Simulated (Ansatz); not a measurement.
A short molecular-dynamics run on CH3AlO2S.

```yaml
crystal:
  periodic: [false, false, false]
  atoms:
    - {symbol: S, position_ang: [1.470583, -2.004588, 1.525566]}
    - {symbol: Al, position_ang: [0.418869, -0.587387, 0.286783]}
    - {symbol: O, position_ang: [0.071776, -0.334773, -1.377206]}
    - {symbol: C, position_ang: [-0.635773, 0.832112, -0.956021]}
    - {symbol: O, position_ang: [-0.496020, 0.857890, 0.465742]}
    - {symbol: H, position_ang: [1.141911, -1.303356, 2.627895]}
    - {symbol: H, position_ang: [-1.693416, 0.754433, -1.231343]}
    - {symbol: H, position_ang: [-0.185929, 1.728470, -1.397214]}
basis:
  gaussian: {orbitals: "6-31G*"}
hamiltonian: {xc: {name: revPBE}, dispersion: d3bjatm}
md: {timestep: 1 fs, n_steps: 50, ensemble: nvt_nose_hoover, temperature: 300, initial_velocities: maxwell_boltzmann, seed: 615}
```

```sh
$ ansatz run in.yaml --threads 2 --pin off --events-out ev --progress --plain --max-ram 4352MiB
```

```json
{"step": "0", "time (fs)": "0.0", "potential energy (eV)": "-22608.9985", "kinetic (eV)": "0.2327", "T (K)": "300", "conserved (eV)": "-22608.7658"}
{"step": "1", "time (fs)": "1.0", "potential energy (eV)": "-22608.9956", "kinetic (eV)": "0.2313", "T (K)": "298", "conserved (eV)": "-22608.7644"}
{"step": "2", "time (fs)": "2.0", "potential energy (eV)": "-22608.9587", "kinetic (eV)": "0.1972", "T (K)": "254", "conserved (eV)": "-22608.7615"}
{"step": "3", "time (fs)": "3.0", "potential energy (eV)": "-22608.9283", "kinetic (eV)": "0.1679", "T (K)": "216", "conserved (eV)": "-22608.7604"}
{"step": "4", "time (fs)": "4.0", "potential energy (eV)": "-22608.9233", "kinetic (eV)": "0.1626", "T (K)": "210", "conserved (eV)": "-22608.7607"}
{"step": "5", "time (fs)": "5.0", "potential energy (eV)": "-22608.9394", "kinetic (eV)": "0.1778", "T (K)": "229", "conserved (eV)": "-22608.7616"}
{"step": "6", "time (fs)": "6.0", "potential energy (eV)": "-22608.9620", "kinetic (eV)": "0.1994", "T (K)": "257", "conserved (eV)": "-22608.7627"}
{"step": "7", "time (fs)": "7.0", "potential energy (eV)": "-22608.9737", "kinetic (eV)": "0.2104", "T (K)": "271", "conserved (eV)": "-22608.7634"}
{"step": "8", "time (fs)": "8.0", "potential energy (eV)": "-22608.9665", "kinetic (eV)": "0.2043", "T (K)": "263", "conserved (eV)": "-22608.7624"}
{"step": "9", "time (fs)": "9.0", "potential energy (eV)": "-22608.9563", "kinetic (eV)": "0.1956", "T (K)": "252", "conserved (eV)": "-22608.7609"}
{"step": "10", "time (fs)": "10.0", "potential energy (eV)": "-22608.9645", "kinetic (eV)": "0.2032", "T (K)": "262", "conserved (eV)": "-22608.7615"}
{"step": "11", "time (fs)": "11.0", "potential energy (eV)": "-22608.9825", "kinetic (eV)": "0.2192", "T (K)": "283", "conserved (eV)": "-22608.7636"}
{"step": "12", "time (fs)": "12.0", "potential energy (eV)": "-22608.9809", "kinetic (eV)": "0.2173", "T (K)": "280", "conserved (eV)": "-22608.7640"}
{"step": "13", "time (fs)": "13.0", "potential energy (eV)": "-22608.9523", "kinetic (eV)": "0.1903", "T (K)": "245", "conserved (eV)": "-22608.7625"}
{"step": "14", "time (fs)": "14.0", "potential energy (eV)": "-22608.9171", "kinetic (eV)": "0.1564", "T (K)": "202", "conserved (eV)": "-22608.7613"}
{"step": "15", "time (fs)": "15.0", "potential energy (eV)": "-22608.8932", "kinetic (eV)": "0.1328", "T (K)": "171", "conserved (eV)": "-22608.7611"}
{"step": "16", "time (fs)": "16.0", "potential energy (eV)": "-22608.8838", "kinetic (eV)": "0.1232", "T (K)": "159", "conserved (eV)": "-22608.7613"}
{"step": "17", "time (fs)": "17.0", "potential energy (eV)": "-22608.8856", "kinetic (eV)": "0.1249", "T (K)": "161", "conserved (eV)": "-22608.7615"}
{"step": "18", "time (fs)": "18.0", "potential energy (eV)": "-22608.8953", "kinetic (eV)": "0.1347", "T (K)": "174", "conserved (eV)": "-22608.7615"}
{"step": "19", "time (fs)": "19.0", "potential energy (eV)": "-22608.9144", "kinetic (eV)": "0.1542", "T (K)": "199", "conserved (eV)": "-22608.7612"}
{"step": "20", "time (fs)": "20.0", "potential energy (eV)": "-22608.9458", "kinetic (eV)": "0.1848", "T (K)": "238", "conserved (eV)": "-22608.7622"}
{"step": "21", "time (fs)": "21.0", "potential energy (eV)": "-22608.9748", "kinetic (eV)": "0.2119", "T (K)": "273", "conserved (eV)": "-22608.7642"}
{"step": "22", "time (fs)": "22.0", "potential energy (eV)": "-22608.9740", "kinetic (eV)": "0.2114", "T (K)": "273", "conserved (eV)": "-22608.7641"}
{"step": "23", "time (fs)": "23.0", "potential energy (eV)": "-22608.9454", "kinetic (eV)": "0.1854", "T (K)": "239", "conserved (eV)": "-22608.7618"}
{"step": "24", "time (fs)": "24.0", "potential energy (eV)": "-22608.9216", "kinetic (eV)": "0.1628", "T (K)": "210", "conserved (eV)": "-22608.7607"}
{"step": "25", "time (fs)": "25.0", "potential energy (eV)": "-22608.9185", "kinetic (eV)": "0.1588", "T (K)": "205", "conserved (eV)": "-22608.7618"}
{"step": "26", "time (fs)": "26.0", "potential energy (eV)": "-22608.9215", "kinetic (eV)": "0.1611", "T (K)": "208", "conserved (eV)": "-22608.7627"}
{"step": "27", "time (fs)": "27.0", "potential energy (eV)": "-22608.9152", "kinetic (eV)": "0.1551", "T (K)": "200", "conserved (eV)": "-22608.7625"}
{"step": "28", "time (fs)": "28.0", "potential energy (eV)": "-22608.9000", "kinetic (eV)": "0.1407", "T (K)": "181", "conserved (eV)": "-22608.7620"}
{"step": "29", "time (fs)": "29.0", "potential energy (eV)": "-22608.8844", "kinetic (eV)": "0.1259", "T (K)": "162", "conserved (eV)": "-22608.7613"}
{"step": "30", "time (fs)": "30.0", "potential energy (eV)": "-22608.8803", "kinetic (eV)": "0.1228", "T (K)": "158", "conserved (eV)": "-22608.7605"}
{"step": "31", "time (fs)": "31.0", "potential energy (eV)": "-22608.9004", "kinetic (eV)": "0.1429", "T (K)": "184", "conserved (eV)": "-22608.7608"}
{"step": "32", "time (fs)": "32.0", "potential energy (eV)": "-22608.9383", "kinetic (eV)": "0.1782", "T (K)": "230", "conserved (eV)": "-22608.7635"}
{"step": "33", "time (fs)": "33.0", "potential energy (eV)": "-22608.9545", "kinetic (eV)": "0.1927", "T (K)": "248", "conserved (eV)": "-22608.7656"}
{"step": "34", "time (fs)": "34.0", "potential energy (eV)": "-22608.9198", "kinetic (eV)": "0.1599", "T (K)": "206", "conserved (eV)": "-22608.7640"}
{"step": "35", "time (fs)": "35.0", "potential energy (eV)": "-22608.8586", "kinetic (eV)": "0.1025", "T (K)": "132", "conserved (eV)": "-22608.7604"}
{"step": "36", "time (fs)": "36.0", "potential energy (eV)": "-22608.8234", "kinetic (eV)": "0.0688", "T (K)": "89", "conserved (eV)": "-22608.7591"}
{"step": "37", "time (fs)": "37.0", "potential energy (eV)": "-22608.8336", "kinetic (eV)": "0.0774", "T (K)": "100", "conserved (eV)": "-22608.7609"}
{"step": "38", "time (fs)": "38.0", "potential energy (eV)": "-22608.8637", "kinetic (eV)": "0.1056", "T (K)": "136", "conserved (eV)": "-22608.7630"}
{"step": "39", "time (fs)": "39.0", "potential energy (eV)": "-22608.8810", "kinetic (eV)": "0.1226", "T (K)": "158", "conserved (eV)": "-22608.7636"}
{"step": "40", "time (fs)": "40.0", "potential energy (eV)": "-22608.8757", "kinetic (eV)": "0.1187", "T (K)": "153", "conserved (eV)": "-22608.7624"}
{"step": "41", "time (fs)": "41.0", "potential energy (eV)": "-22608.8659", "kinetic (eV)": "0.1113", "T (K)": "143", "conserved (eV)": "-22608.7603"}
{"step": "42", "time (fs)": "42.0", "potential energy (eV)": "-22608.8817", "kinetic (eV)": "0.1276", "T (K)": "164", "conserved (eV)": "-22608.7601"}
{"step": "43", "time (fs)": "43.0", "potential energy (eV)": "-22608.9253", "kinetic (eV)": "0.1690", "T (K)": "218", "conserved (eV)": "-22608.7627"}
{"step": "44", "time (fs)": "44.0", "potential energy (eV)": "-22608.9601", "kinetic (eV)": "0.2024", "T (K)": "261", "conserved (eV)": "-22608.7646"}
{"step": "45", "time (fs)": "45.0", "potential energy (eV)": "-22608.9570", "kinetic (eV)": "0.2006", "T (K)": "259", "conserved (eV)": "-22608.7639"}
{"step": "46", "time (fs)": "46.0", "potential energy (eV)": "-22608.9256", "kinetic (eV)": "0.1715", "T (K)": "221", "conserved (eV)": "-22608.7621"}
{"step": "47", "time (fs)": "47.0", "potential energy (eV)": "-22608.8923", "kinetic (eV)": "0.1398", "T (K)": "180", "conserved (eV)": "-22608.7609"}
{"step": "48", "time (fs)": "48.0", "potential energy (eV)": "-22608.8766", "kinetic (eV)": "0.1252", "T (K)": "161", "conserved (eV)": "-22608.7603"}
{"step": "49", "time (fs)": "49.0", "potential energy (eV)": "-22608.8877", "kinetic (eV)": "0.1361", "T (K)": "176", "conserved (eV)": "-22608.7609"}
{"step": "50", "time (fs)": "50.0", "potential energy (eV)": "-22608.9156", "kinetic (eV)": "0.1627", "T (K)": "210", "conserved (eV)": "-22608.7627"}
```

Velocities are drawn at the set temperature; a run this short doesn't reach equilibrium.

Frames (Å, forces in eV/Å):

```xyz
8
time=0.0 fs
S     1.471   -2.005    1.526    0.308   -0.485   -0.048
Al    0.419   -0.587    0.287    0.525   -0.720    0.553
O     0.072   -0.335   -1.377    0.178   -0.512   -1.398
C    -0.636    0.832   -0.956   -0.140    0.185   -0.184
O    -0.496    0.858    0.466   -0.544    1.012    0.994
H     1.142   -1.303    2.628   -0.077    0.184    0.371
H    -1.693    0.754   -1.231   -0.397   -0.008   -0.114
H    -0.186    1.728   -1.397    0.148    0.344   -0.174
8
time=2.0 fs
S     1.472   -2.011    1.526    0.036    0.121    0.913
Al    0.425   -0.587    0.287    0.300   -0.373    0.656
O     0.073   -0.338   -1.376   -0.053   -0.275   -1.385
C    -0.646    0.828   -0.961    1.218    1.536   -0.431
O    -0.503    0.869    0.467   -0.443    0.649    0.590
H     1.141   -1.291    2.679    0.189   -0.409   -0.643
H    -1.677    0.805   -1.259   -1.206   -0.430   -0.145
H    -0.210    1.776   -1.433   -0.040   -0.820    0.444
8
time=4.0 fs
S     1.474   -2.017    1.527   -0.052    0.333    1.256
Al    0.432   -0.587    0.289    0.030    0.007    0.633
O     0.075   -0.342   -1.378   -0.246   -0.010   -1.220
C    -0.653    0.829   -0.968    0.643    1.794   -0.611
O    -0.512    0.881    0.471   -0.284    0.259    0.147
H     1.148   -1.294    2.707    0.270   -0.608   -1.022
H    -1.702    0.840   -1.292   -0.448   -0.663    0.200
H    -0.236    1.795   -1.452    0.086   -1.111    0.618
8
time=6.0 fs
S     1.475   -2.023    1.530    0.044    0.126    0.884
Al    0.439   -0.586    0.291   -0.261    0.381    0.474
O     0.076   -0.346   -1.382   -0.358    0.219   -0.934
C    -0.657    0.836   -0.976   -0.554    0.953   -0.375
O    -0.521    0.894    0.474   -0.087   -0.107   -0.238
H     1.164   -1.319    2.697    0.163   -0.381   -0.671
H    -1.743    0.849   -1.317    0.615   -0.721    0.558
H    -0.257    1.774   -1.449    0.438   -0.471    0.302
8
time=8.0 fs
S     1.477   -2.029    1.534    0.287   -0.443   -0.147
Al    0.445   -0.586    0.294   -0.539    0.714    0.217
O     0.076   -0.349   -1.390   -0.397    0.375   -0.572
C    -0.664    0.845   -0.986   -1.166   -0.654    0.434
O    -0.530    0.907    0.477    0.109   -0.415   -0.524
H     1.186   -1.358    2.664   -0.099    0.220    0.345
H    -1.763    0.832   -1.321    0.944   -0.563    0.589
H    -0.262    1.736   -1.436    0.861    0.765   -0.343
8
time=10.0 fs
S     1.479   -2.036    1.537    0.476   -0.912   -1.055
Al    0.451   -0.584    0.298   -0.766    0.970   -0.060
O     0.075   -0.352   -1.398   -0.381    0.436   -0.174
C    -0.673    0.853   -0.994   -0.326   -1.224    0.968
O    -0.539    0.919    0.479    0.276   -0.669   -0.710
H     1.204   -1.388    2.643   -0.313    0.731    1.228
H    -1.749    0.793   -1.304    0.385   -0.274    0.279
H    -0.235    1.724   -1.434    0.648    0.942   -0.476
8
time=12.0 fs
S     1.481   -2.043    1.540    0.331   -0.596   -0.635
Al    0.455   -0.581    0.301   -0.916    1.122   -0.291
O     0.074   -0.353   -1.407   -0.319    0.435    0.216
C    -0.684    0.857   -0.999    1.774   -0.390    0.948
O    -0.547    0.929    0.479    0.413   -0.863   -0.820
H     1.212   -1.392    2.666   -0.199    0.466    0.761
H    -1.722    0.744   -1.277   -0.741   -0.003   -0.209
H    -0.185    1.746   -1.448   -0.342   -0.171    0.030
8
time=14.0 fs
S     1.484   -2.051    1.542    0.027    0.106    0.440
Al    0.458   -0.576    0.304   -0.980    1.159   -0.447
O     0.071   -0.353   -1.415   -0.203    0.421    0.555
C    -0.689    0.859   -1.001    2.490    0.008    0.754
O    -0.555    0.937    0.477    0.548   -0.977   -0.861
H     1.212   -1.380    2.717    0.058   -0.169   -0.382
H    -1.720    0.695   -1.257   -0.888    0.286   -0.396
H    -0.148    1.762   -1.462   -1.053   -0.833    0.338
8
time=16.0 fs
S     1.487   -2.059    1.544   -0.173    0.548    1.004
Al    0.460   -0.570    0.306   -0.959    1.080   -0.527
O     0.068   -0.353   -1.422   -0.053    0.398    0.819
C    -0.687    0.862   -1.001    1.085   -0.605    0.539
O    -0.561    0.943    0.473    0.686   -1.013   -0.813
H     1.213   -1.373    2.754    0.195   -0.520   -1.025
H    -1.750    0.657   -1.250    0.229    0.658   -0.208
H    -0.149    1.748   -1.465   -1.010   -0.545    0.211
8
time=18.0 fs
S     1.490   -2.066    1.547   -0.230    0.609    0.816
Al    0.461   -0.562    0.308   -0.860    0.897   -0.539
O     0.065   -0.351   -1.427    0.092    0.362    0.991
C    -0.681    0.862   -0.999   -0.637   -1.764    0.649
O    -0.565    0.946    0.467    0.795   -0.985   -0.667
H     1.222   -1.385    2.754    0.171   -0.464   -0.919
H    -1.771    0.643   -1.252    0.956    0.801   -0.027
H    -0.187    1.716   -1.460   -0.288    0.543   -0.303
8
time=20.0 fs
S     1.492   -2.073    1.552   -0.145    0.293   -0.109
Al    0.460   -0.553    0.308   -0.690    0.625   -0.481
O     0.062   -0.349   -1.430    0.201    0.309    1.066
C    -0.677    0.857   -0.995   -1.185   -2.078    0.618
O    -0.567    0.947    0.459    0.847   -0.915   -0.430
H     1.237   -1.414    2.720   -0.004   -0.009   -0.077
H    -1.759    0.659   -1.256    0.644    0.555    0.009
H    -0.236    1.703   -1.466    0.332    1.222   -0.597
8
time=22.0 fs
S     1.495   -2.079    1.556   -0.005   -0.174   -1.316
Al    0.458   -0.543    0.309   -0.458    0.279   -0.344
O     0.060   -0.346   -1.430    0.248    0.233    1.046
C    -0.676    0.845   -0.989   -0.090   -0.454   -0.188
O    -0.568    0.946    0.450    0.820   -0.815   -0.129
H     1.252   -1.442    2.685   -0.232    0.600    1.045
H    -1.724    0.696   -1.259   -0.511    0.047   -0.110
H    -0.275    1.733   -1.493    0.228    0.285   -0.003
8
time=24.0 fs
S     1.497   -2.086    1.559   -0.077   -0.074   -1.470
Al    0.456   -0.532    0.308   -0.182   -0.111   -0.135
O     0.058   -0.342   -1.428    0.247    0.143    0.923
C    -0.676    0.832   -0.984    0.606    1.215   -1.089
O    -0.566    0.943    0.441    0.720   -0.662    0.182
H     1.259   -1.450    2.686   -0.238    0.630    1.108
H    -1.707    0.735   -1.267   -1.195   -0.351   -0.154
H    -0.305    1.774   -1.520    0.118   -0.790    0.635
8
time=26.0 fs
S     1.499   -2.092    1.560   -0.366    0.633   -0.471
Al    0.453   -0.522    0.307    0.105   -0.509    0.106
O     0.057   -0.338   -1.423    0.246    0.028    0.695
C    -0.674    0.823   -0.982   -0.415    1.790   -1.705
O    -0.563    0.938    0.433    0.564   -0.438    0.476
H     1.257   -1.435    2.727   -0.015    0.029    0.021
H    -1.733    0.761   -1.279   -0.378   -0.505    0.135
H    -0.329    1.786   -1.524    0.258   -1.029    0.742
8
time=28.0 fs
S     1.501   -2.098    1.560   -0.593    1.207    0.348
Al    0.451   -0.513    0.307    0.365   -0.874    0.321
O     0.056   -0.334   -1.417    0.261   -0.123    0.378
C    -0.674    0.819   -0.986   -1.693    1.297   -1.596
O    -0.558    0.932    0.425    0.345   -0.148    0.734
H     1.254   -1.418    2.770    0.160   -0.460   -0.870
H    -1.772    0.768   -1.287    0.623   -0.521    0.387
H    -0.344    1.762   -1.501    0.533   -0.379    0.299
8
time=30.0 fs
S     1.502   -2.103    1.561   -0.663    1.368    0.466
Al    0.449   -0.504    0.307    0.577   -1.180    0.464
O     0.056   -0.330   -1.410    0.274   -0.295    0.017
C    -0.679    0.820   -0.994   -2.136    0.051   -0.716
O    -0.553    0.926    0.420    0.068    0.183    0.927
H     1.257   -1.418    2.780    0.190   -0.551   -1.037
H    -1.790    0.755   -1.280    0.877   -0.402    0.343
H    -0.338    1.724   -1.467    0.812    0.827   -0.463
8
time=32.0 fs
S     1.502   -2.105    1.562   -0.576    1.105   -0.144
Al    0.448   -0.498    0.308    0.740   -1.418    0.536
O     0.057   -0.327   -1.403    0.258   -0.462   -0.324
C    -0.690    0.820   -1.005   -1.055   -0.251   -0.021
O    -0.547    0.920    0.416   -0.242    0.512    1.019
H     1.267   -1.438    2.754    0.078   -0.235   -0.452
H    -1.776    0.728   -1.261    0.269   -0.201    0.028
H    -0.302    1.715   -1.450    0.529    0.951   -0.643
8
time=34.0 fs
S     1.502   -2.107    1.563   -0.373    0.515   -1.295
Al    0.447   -0.493    0.309    0.845   -1.574    0.552
O     0.058   -0.324   -1.396    0.204   -0.563   -0.594
C    -0.705    0.820   -1.016    1.265    0.649    0.231
O    -0.542    0.916    0.415   -0.541    0.802    0.962
H     1.280   -1.466    2.711   -0.136    0.388    0.694
H    -1.753    0.692   -1.241   -0.835   -0.019   -0.376
H    -0.248    1.740   -1.455   -0.428   -0.197   -0.174
8
time=36.0 fs
S     1.501   -2.108    1.563   -0.262    0.193   -1.887
Al    0.449   -0.490    0.311    0.871   -1.618    0.526
O     0.060   -0.324   -1.391    0.146   -0.564   -0.768
C    -0.716    0.822   -1.026    2.242    0.921    0.421
O    -0.539    0.913    0.417   -0.762    1.021    0.770
H     1.288   -1.481    2.693   -0.243    0.712    1.290
H    -1.759    0.656   -1.235   -0.876    0.213   -0.470
H    -0.210    1.758   -1.467   -1.117   -0.878    0.118
8
time=38.0 fs
S     1.500   -2.108    1.560   -0.391    0.606   -1.048
Al    0.451   -0.490    0.314    0.800   -1.524    0.456
O     0.062   -0.324   -1.388    0.113   -0.492   -0.833
C    -0.720    0.827   -1.035    1.200    0.086    0.649
O    -0.537    0.913    0.420   -0.854    1.123    0.506
H     1.287   -1.470    2.721   -0.094    0.269    0.465
H    -1.796    0.628   -1.245    0.309    0.528   -0.226
H    -0.212    1.745   -1.476   -1.083   -0.595    0.032
8
time=40.0 fs
S     1.498   -2.108    1.556   -0.542    1.127    0.082
Al    0.454   -0.492    0.318    0.633   -1.294    0.337
O     0.064   -0.326   -1.387    0.099   -0.373   -0.788
C    -0.720    0.832   -1.042   -0.165   -1.398    1.180
O    -0.537    0.915    0.424   -0.813    1.088    0.207
H     1.283   -1.449    2.766    0.092   -0.311   -0.639
H    -1.822    0.620   -1.265    1.057    0.627    0.028
H    -0.254    1.711   -1.485   -0.359    0.534   -0.407
8
time=42.0 fs
S     1.496   -2.107    1.553   -0.563    1.280    0.583
Al    0.459   -0.496    0.322    0.398   -0.962    0.177
O     0.067   -0.329   -1.387    0.081   -0.225   -0.641
C    -0.721    0.833   -1.045   -0.451   -2.092    1.555
O    -0.539    0.920    0.429   -0.670    0.912   -0.102
H     1.281   -1.438    2.789    0.160   -0.538   -1.094
H    -1.810    0.635   -1.284    0.738    0.366    0.154
H    -0.310    1.697   -1.509    0.309    1.261   -0.633
8
time=44.0 fs
S     1.493   -2.104    1.550   -0.448    1.021    0.338
Al    0.464   -0.501    0.326    0.131   -0.582   -0.004
O     0.070   -0.332   -1.389    0.039   -0.075   -0.410
C    -0.722    0.827   -1.043    0.847   -0.732    1.071
O    -0.542    0.928    0.434   -0.467    0.602   -0.382
H     1.286   -1.448    2.772    0.102   -0.366   -0.782
H    -1.772    0.663   -1.297   -0.469   -0.139    0.109
H    -0.356    1.726   -1.555    0.265    0.272    0.059
8
time=46.0 fs
S     1.489   -2.099    1.547   -0.215    0.381   -0.606
Al    0.469   -0.508    0.331   -0.139   -0.194   -0.184
O     0.073   -0.336   -1.392   -0.006    0.064   -0.132
C    -0.722    0.819   -1.038    1.650    0.710    0.378
O    -0.547    0.937    0.437   -0.214    0.216   -0.600
H     1.295   -1.471    2.726   -0.066    0.175    0.246
H    -1.751    0.686   -1.306   -1.209   -0.503    0.087
H    -0.393    1.765   -1.598    0.198   -0.850    0.811
8
time=48.0 fs
S     1.485   -2.095    1.543    0.016   -0.260   -1.517
Al    0.474   -0.514    0.335   -0.399    0.182   -0.356
O     0.075   -0.339   -1.396   -0.005    0.164    0.151
C    -0.716    0.813   -1.032    0.526    1.007   -0.155
O    -0.552    0.946    0.440    0.085   -0.177   -0.713
H     1.300   -1.487    2.690   -0.223    0.701    1.252
H    -1.772    0.691   -1.311   -0.347   -0.524    0.347
H    -0.421    1.775   -1.612    0.347   -1.092    0.990
8
time=50.0 fs
S     1.482   -2.090    1.538    0.042   -0.209   -1.050
Al    0.478   -0.520    0.338   -0.644    0.540   -0.521
O     0.078   -0.342   -1.399    0.043    0.198    0.402
C    -0.708    0.810   -1.026   -0.999    0.269   -0.098
O    -0.558    0.955    0.440    0.388   -0.531   -0.689
H     1.298   -1.478    2.698   -0.165    0.512    0.884
H    -1.806    0.677   -1.303    0.729   -0.374    0.536
H    -0.435    1.745   -1.590    0.605   -0.404    0.538
```

It took 84 s on 2 threads of an Arm Neoverse V1 on a shared host, with 0.12 GiB of host memory at the peak.
